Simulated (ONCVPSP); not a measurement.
# Logarithmic derivatives: Be (Z = 4), ONCV

beryllium (Be), optimised norm-conserving Vanderbilt (ONCV), made with ONCVPSP 4.0.1 (PBE, scalar-relativistic). Core [He], reference 2s2. Waves: 2s: rc 1.40 bohr, ncon 4, nbas 7, qcut 4.4 1/bohr, 2 projectors, debl 2.9 Ha; p scattering state at 0.35 Ha: rc 1.50 bohr, ncon 4, nbas 7, qcut 5.4 1/bohr, 3 projectors, debl 3.9 Ha. Local part: polynomial inside 1.25 bohr (lpopt 2, dvloc0 6 Ha). Core correction: none.

The phase is arctan(r·R′/R) of the radial function R(r), unwrapped; energies in Ha, scanned from -2 to 5 Ha. A pole is an energy at which the radial function vanishes at the test radius. The pseudo phase is shifted by a multiple of π to meet the all-electron one at the reference energy, and phase errors are pseudo minus all-electron; the curves can meet again beyond the range given. Levels narrower than the energy grid can be missing from the lists of poles.

Problem. For each channel, where are the poles, and over which energies does the pseudopotential scatter like the atom?

Solution.

| channel | radius (bohr) | reference energy (Ha) | poles, all-electron | poles, pseudo | unbroken range about the reference energy with phases within 0.05 rad | phase error 1 Ha above the reference energy (rad) |
| --- | --- | --- | --- | --- | --- | --- |
| s | 1.42 | -0.21 | 3.80 | 3.77 | the whole range | -0.002 |
| p | 1.52 | 0.35 | 2.02 | 2.02 | the whole range | -0.000 |

Phases in the p channel:

```
E (Ha)  all-electron  pseudo
 -1.98         1.052   1.052
 -1.80         1.013   1.013
 -1.62         0.965   0.965
 -1.44         0.907   0.907
 -1.26         0.834   0.834
 -1.08         0.741   0.741
 -0.90         0.620   0.620
 -0.72         0.463   0.463
 -0.54         0.259   0.259
 -0.36         0.008   0.008
 -0.18        -0.270  -0.269
  0.00        -0.536  -0.536
  0.18        -0.763  -0.763
  0.36        -0.943  -0.943
  0.54        -1.081  -1.081
  0.72        -1.188  -1.188
  0.90        -1.272  -1.272
  1.08        -1.341  -1.341
  1.26        -1.398  -1.398
  1.44        -1.446  -1.446
  1.62        -1.489  -1.489
  1.80        -1.528  -1.528
  1.98        -1.563  -1.563
  2.16        -1.597  -1.597
  2.34        -1.630  -1.630
  2.52        -1.663  -1.663
  2.70        -1.697  -1.697
  2.88        -1.733  -1.733
  3.06        -1.772  -1.772
  3.24        -1.817  -1.817
  3.42        -1.870  -1.870
  3.60        -1.934  -1.934
  3.78        -2.015  -2.015
  3.96        -2.122  -2.122
  4.14        -2.269  -2.269
  4.32        -2.478  -2.478
  4.50        -2.771  -2.771
  4.68        -3.134  -3.134
  4.86        -3.495  -3.495
```
